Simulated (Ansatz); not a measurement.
## Molecular dynamics of F2GeH3

Input file:

```yaml
crystal:
  periodic: [false, false, false]
  atoms:
    - { symbol: Ge, position_ang: [-0.047125, 0.082183, 0.049514] }
    - { symbol: H, position_ang: [-0.01125, 0.019993, 1.753697] }
    - { symbol: F, position_ang: [1.571506, -0.011821, -0.51062] }
    - { symbol: H, position_ang: [-0.723675, 1.254159, -0.653672] }
    - { symbol: F, position_ang: [-0.774965, -1.366552, -0.510845] }
    - { symbol: H, position_ang: [0.048411, -0.084061, 2.796925] }
magnetization:
  spin_polarized: true
  initial_magnetization: 1
basis:
  gaussian: { orbitals: def2-SVP }
hamiltonian:
  xc: hf
md:
  timestep: 0.5
  n_steps: 200
  ensemble: nve
  temperature: 100.0
  initial_velocities: maxwell_boltzmann
  seed: 7126
```

Launched with:

```bash
$ ansatz run input.yaml --threads 2 --pin off --max-ram 3072MiB --backend cpu --events-out ev --progress --plain --runs-dir out
```

It starts at the highest image of a converged band, a first-order saddle point between two minima.

Output, in part (one step line in 3, the closing report, with atoms numbered from 0):

```
md step     0: t =     0.00 fs  T =   100.0 K  F+E_penalty+E_count = -61920.20638557 eV  E_kin = 0.051704 eV  conserved = -61920.15468157 eV  (41 SCF iters)
md step     3: t =     1.50 fs  T =    92.0 K  F+E_penalty+E_count = -61920.20216546 eV  E_kin = 0.047555 eV  conserved = -61920.15461083 eV  (33 SCF iters)
md step     6: t =     3.00 fs  T =    85.1 K  F+E_penalty+E_count = -61920.19849239 eV  E_kin = 0.044012 eV  conserved = -61920.15448085 eV  (33 SCF iters)
md step     9: t =     4.50 fs  T =   114.1 K  F+E_penalty+E_count = -61920.21336273 eV  E_kin = 0.058969 eV  conserved = -61920.15439418 eV  (40 SCF iters)
md step    12: t =     6.00 fs  T =   202.9 K  F+E_penalty+E_count = -61920.25940044 eV  E_kin = 0.104898 eV  conserved = -61920.15450274 eV  (39 SCF iters)
md step    15: t =     7.50 fs  T =   327.9 K  F+E_penalty+E_count = -61920.32454260 eV  E_kin = 0.169558 eV  conserved = -61920.15498458 eV  (39 SCF iters)
md step    18: t =     9.00 fs  T =   396.7 K  F+E_penalty+E_count = -61920.36032573 eV  E_kin = 0.205088 eV  conserved = -61920.15523740 eV  (38 SCF iters)
md step    21: t =    10.50 fs  T =   396.2 K  F+E_penalty+E_count = -61920.35927793 eV  E_kin = 0.204859 eV  conserved = -61920.15441859 eV  (38 SCF iters)
md step    24: t =    12.00 fs  T =   518.6 K  F+E_penalty+E_count = -61920.42244497 eV  E_kin = 0.268156 eV  conserved = -61920.15428858 eV  (38 SCF iters)
md step    27: t =    13.50 fs  T =   783.8 K  F+E_penalty+E_count = -61920.56060425 eV  E_kin = 0.405234 eV  conserved = -61920.15537062 eV  (37 SCF iters)
md step    30: t =    15.00 fs  T =   945.4 K  F+E_penalty+E_count = -61920.64431587 eV  E_kin = 0.488816 eV  conserved = -61920.15549978 eV  (37 SCF iters)
md step    33: t =    16.50 fs  T =   944.3 K  F+E_penalty+E_count = -61920.64308038 eV  E_kin = 0.488256 eV  conserved = -61920.15482395 eV  (40 SCF iters)
md step    36: t =    18.00 fs  T =   931.2 K  F+E_penalty+E_count = -61920.63581395 eV  E_kin = 0.481442 eV  conserved = -61920.15437176 eV  (34 SCF iters)
md step    39: t =    19.50 fs  T =  1019.5 K  F+E_penalty+E_count = -61920.68162321 eV  E_kin = 0.527109 eV  conserved = -61920.15451419 eV  (32 SCF iters)
md step    42: t =    21.00 fs  T =  1171.4 K  F+E_penalty+E_count = -61920.76076161 eV  E_kin = 0.605653 eV  conserved = -61920.15510893 eV  (38 SCF iters)
md step    45: t =    22.50 fs  T =  1239.4 K  F+E_penalty+E_count = -61920.79630255 eV  E_kin = 0.640822 eV  conserved = -61920.15548029 eV  (38 SCF iters)
md step    48: t =    24.00 fs  T =  1151.2 K  F+E_penalty+E_count = -61920.75003379 eV  E_kin = 0.595225 eV  conserved = -61920.15480924 eV  (36 SCF iters)
md step    51: t =    25.50 fs  T =  1075.7 K  F+E_penalty+E_count = -61920.71029379 eV  E_kin = 0.556193 eV  conserved = -61920.15410111 eV  (29 SCF iters)
md step    54: t =    27.00 fs  T =  1166.8 K  F+E_penalty+E_count = -61920.75811702 eV  E_kin = 0.603269 eV  conserved = -61920.15484831 eV  (36 SCF iters)
md step    57: t =    28.50 fs  T =  1261.8 K  F+E_penalty+E_count = -61920.80785532 eV  E_kin = 0.652422 eV  conserved = -61920.15543327 eV  (36 SCF iters)
md step    60: t =    30.00 fs  T =  1209.7 K  F+E_penalty+E_count = -61920.78043131 eV  E_kin = 0.625440 eV  conserved = -61920.15499102 eV  (30 SCF iters)
md step    63: t =    31.50 fs  T =  1098.3 K  F+E_penalty+E_count = -61920.72226053 eV  E_kin = 0.567854 eV  conserved = -61920.15440613 eV  (29 SCF iters)
md step    66: t =    33.00 fs  T =  1072.1 K  F+E_penalty+E_count = -61920.70864238 eV  E_kin = 0.554343 eV  conserved = -61920.15429894 eV  (32 SCF iters)
md step    69: t =    34.50 fs  T =  1161.5 K  F+E_penalty+E_count = -61920.75527783 eV  E_kin = 0.600553 eV  conserved = -61920.15472465 eV  (30 SCF iters)
md step    72: t =    36.00 fs  T =  1257.5 K  F+E_penalty+E_count = -61920.80550852 eV  E_kin = 0.650187 eV  conserved = -61920.15532182 eV  (28 SCF iters)
md step    75: t =    37.50 fs  T =  1222.4 K  F+E_penalty+E_count = -61920.78723796 eV  E_kin = 0.632015 eV  conserved = -61920.15522277 eV  (46 SCF iters)
md step    78: t =    39.00 fs  T =  1102.1 K  F+E_penalty+E_count = -61920.72410040 eV  E_kin = 0.569825 eV  conserved = -61920.15427590 eV  (28 SCF iters)
md step    81: t =    40.50 fs  T =  1113.2 K  F+E_penalty+E_count = -61920.72992489 eV  E_kin = 0.575588 eV  conserved = -61920.15433693 eV  (27 SCF iters)
md step    84: t =    42.00 fs  T =  1242.1 K  F+E_penalty+E_count = -61920.79749230 eV  E_kin = 0.642202 eV  conserved = -61920.15528980 eV  (37 SCF iters)
md step    87: t =    43.50 fs  T =  1269.1 K  F+E_penalty+E_count = -61920.81145157 eV  E_kin = 0.656151 eV  conserved = -61920.15530018 eV  (37 SCF iters)
md step    90: t =    45.00 fs  T =  1168.5 K  F+E_penalty+E_count = -61920.75882417 eV  E_kin = 0.604155 eV  conserved = -61920.15466953 eV  (38 SCF iters)
md step    93: t =    46.50 fs  T =  1086.2 K  F+E_penalty+E_count = -61920.71588743 eV  E_kin = 0.561599 eV  conserved = -61920.15428800 eV  (30 SCF iters)
md step    96: t =    48.00 fs  T =  1120.4 K  F+E_penalty+E_count = -61920.73372685 eV  E_kin = 0.579269 eV  conserved = -61920.15445799 eV  (29 SCF iters)
md step    99: t =    49.50 fs  T =  1226.9 K  F+E_penalty+E_count = -61920.78941773 eV  E_kin = 0.634375 eV  conserved = -61920.15504248 eV  (37 SCF iters)
md step   102: t =    51.00 fs  T =  1262.6 K  F+E_penalty+E_count = -61920.80819533 eV  E_kin = 0.652795 eV  conserved = -61920.15540038 eV  (37 SCF iters)
md step   105: t =    52.50 fs  T =  1159.4 K  F+E_penalty+E_count = -61920.75420731 eV  E_kin = 0.599451 eV  conserved = -61920.15475628 eV  (36 SCF iters)
md step   108: t =    54.00 fs  T =  1080.5 K  F+E_penalty+E_count = -61920.71274892 eV  E_kin = 0.558659 eV  conserved = -61920.15409026 eV  (27 SCF iters)
md step   111: t =    55.50 fs  T =  1170.1 K  F+E_penalty+E_count = -61920.75983231 eV  E_kin = 0.604993 eV  conserved = -61920.15483931 eV  (36 SCF iters)
md step   114: t =    57.00 fs  T =  1264.8 K  F+E_penalty+E_count = -61920.80937841 eV  E_kin = 0.653964 eV  conserved = -61920.15541464 eV  (36 SCF iters)
md step   117: t =    58.50 fs  T =  1216.1 K  F+E_penalty+E_count = -61920.78377221 eV  E_kin = 0.628797 eV  conserved = -61920.15497554 eV  (37 SCF iters)
md step   120: t =    60.00 fs  T =  1111.8 K  F+E_penalty+E_count = -61920.72925706 eV  E_kin = 0.574850 eV  conserved = -61920.15440734 eV  (30 SCF iters)
md step   123: t =    61.50 fs  T =  1092.1 K  F+E_penalty+E_count = -61920.71896175 eV  E_kin = 0.564648 eV  conserved = -61920.15431331 eV  (31 SCF iters)
md step   126: t =    63.00 fs  T =  1182.1 K  F+E_penalty+E_count = -61920.76594517 eV  E_kin = 0.611200 eV  conserved = -61920.15474513 eV  (31 SCF iters)
md step   129: t =    64.50 fs  T =  1271.9 K  F+E_penalty+E_count = -61920.81293649 eV  E_kin = 0.657611 eV  conserved = -61920.15532521 eV  (35 SCF iters)
md step   132: t =    66.00 fs  T =  1229.4 K  F+E_penalty+E_count = -61920.79083108 eV  E_kin = 0.635634 eV  conserved = -61920.15519758 eV  (35 SCF iters)
md step   135: t =    67.50 fs  T =  1106.6 K  F+E_penalty+E_count = -61920.72643818 eV  E_kin = 0.572168 eV  conserved = -61920.15426976 eV  (29 SCF iters)
md step   138: t =    69.00 fs  T =  1115.5 K  F+E_penalty+E_count = -61920.73110313 eV  E_kin = 0.576741 eV  conserved = -61920.15436206 eV  (27 SCF iters)
md step   141: t =    70.50 fs  T =  1235.3 K  F+E_penalty+E_count = -61920.79401177 eV  E_kin = 0.638719 eV  conserved = -61920.15529311 eV  (36 SCF iters)
md step   144: t =    72.00 fs  T =  1251.9 K  F+E_penalty+E_count = -61920.80255830 eV  E_kin = 0.647289 eV  conserved = -61920.15526935 eV  (37 SCF iters)
md step   147: t =    73.50 fs  T =  1148.5 K  F+E_penalty+E_count = -61920.74844487 eV  E_kin = 0.593810 eV  conserved = -61920.15463464 eV  (38 SCF iters)
md step   150: t =    75.00 fs  T =  1072.4 K  F+E_penalty+E_count = -61920.70875060 eV  E_kin = 0.554475 eV  conserved = -61920.15427579 eV  (29 SCF iters)
md step   153: t =    76.50 fs  T =  1116.2 K  F+E_penalty+E_count = -61920.73159133 eV  E_kin = 0.577117 eV  conserved = -61920.15447457 eV  (29 SCF iters)
md step   156: t =    78.00 fs  T =  1228.4 K  F+E_penalty+E_count = -61920.79021425 eV  E_kin = 0.635144 eV  conserved = -61920.15507021 eV  (36 SCF iters)
md step   159: t =    79.50 fs  T =  1263.6 K  F+E_penalty+E_count = -61920.80874137 eV  E_kin = 0.653340 eV  conserved = -61920.15540161 eV  (37 SCF iters)
md step   162: t =    81.00 fs  T =  1161.2 K  F+E_penalty+E_count = -61920.75513557 eV  E_kin = 0.600409 eV  conserved = -61920.15472650 eV  (36 SCF iters)
md step   165: t =    82.50 fs  T =  1091.3 K  F+E_penalty+E_count = -61920.71834329 eV  E_kin = 0.564240 eV  conserved = -61920.15410352 eV  (28 SCF iters)
md step   168: t =    84.00 fs  T =  1188.4 K  F+E_penalty+E_count = -61920.76931940 eV  E_kin = 0.614425 eV  conserved = -61920.15489452 eV  (36 SCF iters)
md step   171: t =    85.50 fs  T =  1278.9 K  F+E_penalty+E_count = -61920.81668904 eV  E_kin = 0.661255 eV  conserved = -61920.15543356 eV  (36 SCF iters)
md step   174: t =    87.00 fs  T =  1221.1 K  F+E_penalty+E_count = -61920.78633344 eV  E_kin = 0.631370 eV  conserved = -61920.15496320 eV  (37 SCF iters)
md step   177: t =    88.50 fs  T =  1110.3 K  F+E_penalty+E_count = -61920.72847815 eV  E_kin = 0.574080 eV  conserved = -61920.15439861 eV  (29 SCF iters)
md step   180: t =    90.00 fs  T =  1086.3 K  F+E_penalty+E_count = -61920.71597597 eV  E_kin = 0.561656 eV  conserved = -61920.15432003 eV  (31 SCF iters)
md step   183: t =    91.50 fs  T =  1170.5 K  F+E_penalty+E_count = -61920.75994752 eV  E_kin = 0.605194 eV  conserved = -61920.15475390 eV  (29 SCF iters)
md step   186: t =    93.00 fs  T =  1252.7 K  F+E_penalty+E_count = -61920.80301725 eV  E_kin = 0.647707 eV  conserved = -61920.15531026 eV  (37 SCF iters)
md step   189: t =    94.50 fs  T =  1206.8 K  F+E_penalty+E_count = -61920.77912028 eV  E_kin = 0.623957 eV  conserved = -61920.15516377 eV  (37 SCF iters)
md step   192: t =    96.00 fs  T =  1088.7 K  F+E_penalty+E_count = -61920.71716623 eV  E_kin = 0.562905 eV  conserved = -61920.15426115 eV  (28 SCF iters)
md step   195: t =    97.50 fs  T =  1104.6 K  F+E_penalty+E_count = -61920.72547649 eV  E_kin = 0.571104 eV  conserved = -61920.15437214 eV  (28 SCF iters)
md step   198: t =    99.00 fs  T =  1229.3 K  F+E_penalty+E_count = -61920.79088038 eV  E_kin = 0.635594 eV  conserved = -61920.15528669 eV  (36 SCF iters)
md step   200: t =   100.00 fs  T =  1262.1 K  F+E_penalty+E_count = -61920.80795347 eV  E_kin = 0.652569 eV  conserved = -61920.15538427 eV  (47 SCF iters)
Total energy: -61920.80795347 eV, -2275.5477208591 hartree
Atom 0 at    -0.054960     0.120333    -0.082838 Å, force    -0.898779    -0.503363     0.068718 eV/Å
Atom 1 at    -0.190825     0.248518     1.421447 Å, force     0.118947     0.135098     0.007079 eV/Å
Atom 2 at     1.587462    -0.029896    -0.495170 Å, force     0.305175    -0.019929    -0.111288 eV/Å
Atom 3 at    -0.702648     1.191718    -0.956271 Å, force     0.159114    -0.170977     0.072275 eV/Å
Atom 4 at    -0.775657    -1.411043    -0.457313 Å, force     0.315543     0.559171    -0.036785 eV/Å
Atom 5 at     0.483832    -1.819769    11.668020 Å, force    -0.000000     0.000000    -0.000000 eV/Å
Dipole moment:    -0.234664     0.514806     0.212965 e Å
```

All steps were run. The conserved energy stayed within 0.16 meV per atom of its start (net change -0.12 meV per atom), so the integration is sound. The kinetic energy rose, since the run started high on the potential surface and went downhill. It ends in pieces (F2GeH2 + H), so much of that is their flight and rotation, not heat. A run of 0.1 ps of so small a system gives no equilibrium averages.

Between its relaxed ends the band would form H2–H6 and break Ge1–H2. These pairs go: H2–H6 1.05 → 10.48 Å, Ge1–H2 1.71 → 1.52 Å. In the last frame they stand as before the step (other bonds may differ from the relaxed reactants and products). It ends as F2GeH2 + H. Pairs count as bonded within 1.25 times the sum of covalent radii (0.12 Å more for H–H).

Last frame:

```xyz
6
Properties=species:S:1:pos:R:3
Ge -0.055 0.120 -0.083
H -0.191 0.248 1.421
F 1.587 -0.030 -0.495
H -0.703 1.192 -0.956
F -0.776 -1.411 -0.457
H 0.484 -1.820 11.668
```

The run took 120 s on 2 threads of Arm Neoverse V2, with other jobs on the host, peak memory 0.18 GiB.
